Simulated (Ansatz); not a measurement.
Input for Ansatz (a quantum-chemistry and plane-wave program): R-CCSD(T)/def2-TZVPP on H4N2Sn (SMILES [NH2][Sn][NH2]), a point of a torsion scan. Elements past Kr take the def2 small-core potentials; no spin–orbit coupling. The run froze 11 orbitals, filled d shells among them.

Ansatz 0.2 input:
```yaml
crystal:
  periodic: [false, false, false]
  atoms:
    - {symbol: N, position_ang: [1.45749037, -0.13222432, -0.19036016]}
    - {symbol: Sn, position_ang: [0.13580544, 0.48340494, 1.25941596]}
    - {symbol: N, position_ang: [0.37681860, -1.17380176, 2.43275867]}
    - {symbol: H, position_ang: [2.00902357, 0.48860417, -0.76510207]}
    - {symbol: H, position_ang: [1.95585711, -1.00988677, -0.14213258]}
    - {symbol: H, position_ang: [0.98586248, -1.95707644, 2.24714937]}
    - {symbol: H, position_ang: [-0.16283887, -1.39660066, 3.25627114]}
basis:
  gaussian:
    orbitals: def2-TZVPP
magnetization: {spin_polarized: false}
correlation: {method: ccsd_t, electrons: outside_noble_gas}
scf: {lower_state_search: off}
```

Output:

```
WARN ansatz: RAYON_NUM_THREADS=1 ignored (pool sized by the plan → 1); use --threads N
Functional definition: HF
these checks for a lower state are left out or cut short: stability, starts, cluster_reference, orbital_swaps, neighbouring_geometries, increment
integrals: 0.48 GiB planned
1173 factors; integrals over basis functions are off by at most 8.0e-4 eV
mean field: 0.47 GiB planned
mean field evaluation 1: about -8828.3816 eV, gradient 5.3e1 eV
mean field evaluation 2: about -8828.4740 eV, gradient 5.3e1 eV
mean field evaluation 4: about -8834.2278 eV, gradient 3.1e0 eV
mean field evaluation 8: about -8834.2980 eV, gradient 2.4e-1 eV
mean field evaluation 16: about -8834.2984 eV, gradient 1.2e-6 eV
mean field -8834.29839502 eV, -324.6544779144 hartree, gradient 1.2e-6 eV, S^2 0.000000; 0 other end points of the search recorded, 0 dependent functions left out
11 core orbitals not correlated
reference -8834.29839502 eV, -324.6544779144 hartree; 9, 9 occupied and 148, 148 virtual orbitals, 1173 factors
second order -14.36055840 eV of doubles, -0.00000000 eV of singles
coupled cluster: 1.29 GiB planned
cycle   1  -14.46039448 eV  change   -1.0e-1 eV  update   9.3e-2
cycle   2  -14.81206806 eV  change   -3.5e-1 eV  update   3.0e-2
cycle   3  -14.91283773 eV  change   -1.0e-1 eV  update   1.8e-2
cycle   4  -14.90163227 eV  change    1.1e-2 eV  update   5.4e-3
cycle   5  -14.90056149 eV  change    1.1e-3 eV  update   3.0e-3
cycle   6  -14.90101150 eV  change   -4.5e-4 eV  update   9.9e-4
cycle   7  -14.90049974 eV  change    5.1e-4 eV  update   3.1e-4
cycle   8  -14.90052122 eV  change   -2.1e-5 eV  update   9.2e-5
cycle   9  -14.90053598 eV  change   -1.5e-5 eV  update   2.7e-5
cycle  10  -14.90052339 eV  change    1.3e-5 eV  update   1.0e-5
perturbative correction -0.61037483 eV, -0.0224308611 hartree
Total energy: -8849.80929324 eV, -325.2244929103 hartree
Checks for a lower state left out: stability, starts, cluster_reference, orbital_swaps, neighbouring_geometries, increment
```

Self-consistency was reached.

Cost: around 50 core-seconds (rough).
